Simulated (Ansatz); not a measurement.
Ansatz (a quantum-chemistry and plane-wave program) input (MP2/6-31G* with LANL2DZ past Ar): The .json file joins the Basis Set Exchange's 6-31G* for atoms up to Ar and LANL2DZ past it.

Ansatz 0.2 input:
```yaml
crystal:
  periodic: [false, false, false]
  atoms:
    - {symbol: Ge, position_ang: [1.74966300, -0.28438600, 0.18110800]}
    - {symbol: C, position_ang: [-0.15039600, -0.13306000, -0.12047900]}
    - {symbol: C, position_ang: [-0.99637200, -1.10087600, -0.62383400]}
    - {symbol: C, position_ang: [-2.35844300, -0.71667900, -0.63021800]}
    - {symbol: C, position_ang: [-2.55195100, 0.53740100, -0.11666100]}
    - {symbol: S, position_ang: [-1.06966000, 1.24998700, 0.36889400]}
    - {symbol: H, position_ang: [2.34713000, -1.21665100, -0.89879100]}
    - {symbol: H, position_ang: [2.40535500, 1.11525700, 0.14781300]}
    - {symbol: H, position_ang: [-0.64357500, -2.05754000, -0.98354700]}
    - {symbol: H, position_ang: [-3.16079300, -1.33742700, -1.00231700]}
    - {symbol: H, position_ang: [-3.47981400, 1.07620200, -0.01377800]}
basis:
  gaussian:
    orbitals: 6-31Gs+LANL2DZ.json
magnetization: {spin_polarized: true, initial_magnetization: 1}
correlation: {method: mp2, electrons: outside_noble_gas}
relax: {f_tol: 0.003, max_steps: 120}
```

From its output:

```
9 core orbitals not correlated
reference -15114.80444597 eV, -555.4588182069 hartree; 16, 15 occupied and 72, 73 virtual orbitals, 1150 factors
densities: 0.39 GiB planned
second order -18.48447327 eV of doubles, -0.00000000 eV of singles
the calculation of the forces begins
relax step  61: F+E_penalty+E_count = -15133.28891923 eV  Δ(F+E_penalty+E_count) = +3.600e-4 eV  max|allowed force component| = 6.342e0 eV/Å  Δτ_max = 0.0000 Å  (154 SCF iters, rejected (line search))
Unfinished report: …
this run last wrote the structure of step 39 to input.runs//last_step.txt
Error: geometry relaxation stalled after 61 steps at max|allowed force component| = 1.21e1 eV/Å: a line search along the steepest descent rejected every trial down to a displacement of 9.8e-6 Å, where the energy changed by +3.60e-4 eV against the -5.54e-4 eV the forces predict — the energy disagrees with the forces at that scale, which further steps cannot mend; in a Gaussian basis set `accuracy: high`, else tighten `scf.convergence` (under a hybrid functional on plane waves `scf.exx.energy_threshold` too), narrow the smearing (`scf.occupations.width`), refine the k-mesh (`kpoints`) and, where the input allows it, the basis (`basis.ecutwfc`)
```

The run did not converge; its last values are not results.

The geometry given is a B3LYP-D3(BJ)/def2-TZVP minimum.
